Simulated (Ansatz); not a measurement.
# 1,2-elimination

Start structure (GeNH₂Cl₂F, singlet), relaxed at PBE0-D4/def2-TZVP:

Ge1  (-0.437, 0.277, 0.284)
F2  (-1.881, 0.054, -0.633)
N3  (1.015, -0.504, -0.429)
H4  (0.978, -1.513, -0.470)
Cl5  (-0.146, 2.369, 0.381)
Cl6  (-0.840, -0.563, 2.182)
H7  (1.311, -0.121, -1.315)
(Å)

The step: GeNH₂Cl₂F ([NH2][Ge]([F])([Cl])[Cl]) → GeNHCl₂ ([NH][Ge]([Cl])[Cl]) + HF; bonds formed: F2–H4; bonds broken: Ge1–F2, N3–H4. Computed with Ansatz 0.2.0 (basis: def2-TZVPP and def2-QZVPP); correlated methods freeze the cores. Filled d shells of the heavier atoms are correlated. The def2 sets are not built for correlating such inner shells, so the correlated values are less sure here. Extrapolation: Hartree–Fock as exp(−7.88 √X), correlation as X^−2.97. Energies below are by CCSD(T) at an estimated basis limit (MP2 extrapolated from triple and quadruple zeta, plus CCSD(T) − MP2 in triple zeta).

(1) What are the electronic barrier and the energy of the step, from the start structure to the end structure? (An estimate is asked for; the value comes from the calculation.)

No T1 diagnostic of these runs exceeds 0.015.

## Answers

(1) The calculation gives: Barrier 66.50 kcal/mol; step energy 61.10 kcal/mol (uphill); reverse barrier, their difference, 5.40 kcal/mol. Barrier and step energy count from the start structure, the reverse barrier from the end structure.

The saddle point: One imaginary mode of 110i cm⁻¹.
| pair | start (Å) | saddle (Å) | end (Å) |
| --- | --- | --- | --- |
| F2–H4 | 3.26 | 0.99 | 0.95 |
| Ge1–F2 | 1.73 | 2.37 | 3.74 |
| N3–H4 | 1.01 | 1.69 | 1.67 |

Zero-point energy (harmonic, PBE0-D4): ZPE is 19.57 kcal/mol at the start and 17.64 kcal/mol at the saddle, so the barrier goes from 66.50 to 64.56 kcal/mol.

First-order rate constant out of the start structure at 698 K by transition-state theory, with harmonic vibrational free energies alone and no tunnelling: ΔA‡ = 65.14 kcal/mol, so k = (kB T/h) exp(−ΔA‡/kB T) ≈ 10^-7 s⁻¹ (an order of magnitude at best: rotation, the number of equivalent paths and anharmonicity are left out).

Labels in which every atom is bracketed show which atoms are joined, not bond orders.

For scale, one of the runs: CCSD(T)/def2-TZVPP, 222 basis functions, launched by `ansatz run in.yaml --threads 8 --pin off --events-out ev --progress --plain --max-ram 19148MiB`. Hardware: 8 CPU threads of an AMD EPYC 9R45, shared host. Wall time 29 s; peak host memory 3.6 GiB.
